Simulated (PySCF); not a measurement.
Vertical excitation energies

C₅H₁₃NOSi.
InChI=1S/C5H13NOSi/c1-7-8-6-4-2-3-5-6/h2-5,8H2,1H3

Computed with TDDFT PBE0/def2-SVPD, vertical, gas phase, core orbitals frozen in the response in PySCF 2.14.0, density-fitted response routines. One conformer (not necessarily the lowest) at the PBE0-D3(BJ)/def2-SVP geometry, without solvent, vibrations or thermal averaging.

Problem. What does the calculation give for the low-lying excited states?

Solution. 

```tsv
state	λ (nm)	E (eV)	f	|μ| (D)	main configurations (H = HOMO, L = LUMO)
S1	211.8	5.86	0.0026	0.34	H→L (83%), H→L+1 (14%)
S2	205.9	6.02	0.056	1.57	H→L+1 (74%), H→L+2 (13%), H→L (11%)
S3	193.5	6.41	0.0029	0.35	H→L+2 (52%), H→L+3 (35%)
S4	189.2	6.55	0.0016	0.26	H→L+3 (60%), H→L+2 (32%)
S5	182.6	6.79	0.0021	0.28	H→L+4 (96%)
S6	172.8	7.17	0.0037	0.37	H→L+5 (72%), H→L+6 (16%)
S7	172.1	7.20	0.0075	0.52	H-1→L+1 (80%), H-1→L (14%)
S8	168.4	7.36	0.0062	0.47	H→L+8 (30%), H→L+9 (25%), H→L+5 (15%)
S9	165.5	7.49	0.017	0.78	H→L+6 (45%), H-1→L (15%), H→L+10 (10%)
S10	165.2	7.51	0.016	0.75	H-1→L (26%), H→L+7 (25%), H-1→L+3 (11%)
```

Triplets, Tamm–Dancoff:

| state | E (eV) | λ (nm) | main configurations (H = HOMO, L = LUMO) |
| --- | --- | --- | --- |
| T1 | 5.65 | 219.3 | H→L+1 (79%), H→L+2 (13%) |
| T2 | 5.77 | 215.1 | H→L (86%), H→L+2 (10%) |
| T3 | 6.18 | 200.5 | H→L+2 (45%), H→L+3 (26%), H→L (9%) |
| T4 | 6.50 | 190.9 | H→L+3 (64%), H→L+2 (24%) |

The lowest singlet lies at 5.86 eV (212 nm, ultraviolet) and is very weak; its leading configuration is HOMO→LUMO (83%). The strongest level in the table is S2 at 6.02 eV (206 nm, f = 0.056). Löwdin shares by element: HOMO nitrogen 53%, carbon 19% or more, silicon 6% (atoms not listed hold the other 21%); LUMO carbon 26% or more, silicon 14% (atoms not listed hold the other 60%). The oscillator strengths of these states sum to 0.116; summed over the whole spectrum of an exact calculation they would give the number of electrons, 72 (Thomas–Reiche–Kuhn). Weighted by f, the mean energy of these states is 6.66 eV. Of the 10 states listed, 3 reach f = 0.01 and none stays under 0.0005. All these states lie below the vertical ionisation energy of 8.16 eV (ΔSCF). Only the lowest 10 singlets were computed, as vertical energies without vibronic structure.

On one thread, Arm Neoverse N1 (aarch64), shared host, this took 3.9 min wall and 1.1 GiB of memory at its peak.

Without π bonds the low states are Rydberg-like; a valence basis with one diffuse set may place them up to an eV too high.
